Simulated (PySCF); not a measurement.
Several species in one continuum solvent.

Computed with PySCF at PBE0/pcSseg-1, non-relativistic, each on one gas-phase PBE0-D3(BJ)/def2-SVP geometry that isn't relaxed in the solvent. The solvent is an IEF-PCM continuum (Bondi radii, 1.10 Å for H, scaled by 1.2). Only the electrostatic response of the medium enters.

Question: Order them by E(solvent) − E(gas) in methanol (ε = 32.61), most negative first (kcal/mol).
A. `[CH2:1]=[CH:2]/[C:3](=[CH:4]/[CH3:5])[CH2:6][F:7]` with C1–C2–C3–C4 177°, C2–C3–C6–F7 61°
B. `[PH2:1][BH2-:2][PH3+:3]` with H–P1–B2–P3 173° and -92°
C. `[CH2:1]=[C:2]=[CH:3][CH2:4][C@H:5]([CH3:6])[F:7]` with C2–C3–C4–C5 -105°, C3–C4–C5–C6 -62°
D. `[CH3:1]/[CH:2]=[CH:3]\[PH2+:4][CH2:5][C:6]([CH3:7])=[O:8]` (charge +1) with C2–C3–P4–C5 109°, C3–P4–C5–C6 65°, P4–C5–C6–C7 180°
E. `[CH3:1][C@@H:2]1[CH2:3][CH:4]=[CH:5][C@@H:6]1[F:7]` with C1–C2–C3–C4 -95°, C2–C3–C4–C5 -15°, C4–C5–C6–F7 139°, C1–C2–C6–C5 95°
F. `F[C@H]1CC12CCC2`
G. `[CH2:1]=[C:2]1[CH2:3][CH2:4][C@@H:5]1[CH2:6][F:7]` with C4–C5–C6–F7 70°

Answer: D (-55.1), B (-8.1), A (-4.4), C (-3.8), G (-3.2), E (-2.9), F (-2.4).

```
              SMILES  charge  ΔE (kcal/mol)  polarisation term (kcal/mol)  HOMO shift (eV)  dipole gas (D)  dipole solvent (D)  atoms
 C/C=C\[PH2+]CC(C)=O       1          -55.1                         -57.3            +3.76               –                   –     20
       P[BH2-][PH3+]       0           -8.1                         -10.0            -0.32            4.42                5.97     10
       C=C/C(=C/C)CF       0           -4.4                          -5.0             0.00            2.27                3.03     16
     C=C=CC[C@H](C)F       0           -3.8                          -4.2            +0.09            1.67                2.02     16
     C=C1CC[C@@H]1CF       0           -3.2                          -3.5            +0.11            1.60                1.85     16
C[C@@H]1CC=C[C@@H]1F       0           -2.9                          -3.3            +0.10            1.96                2.56     16
     F[C@H]1CC12CCC2       0           -2.4                          -2.7            +0.08            1.69                2.11     16
```

The ion comes first with 55.1 kcal/mol, the neutral species gain 8.1 at most. Over the 6 neutral species the correlation coefficient of ΔE with the squared gas-phase dipole is -0.96. The polarisation term is half the interaction of the solute with the induced surface charges. No dipole is given for ions, as it depends on the origin.
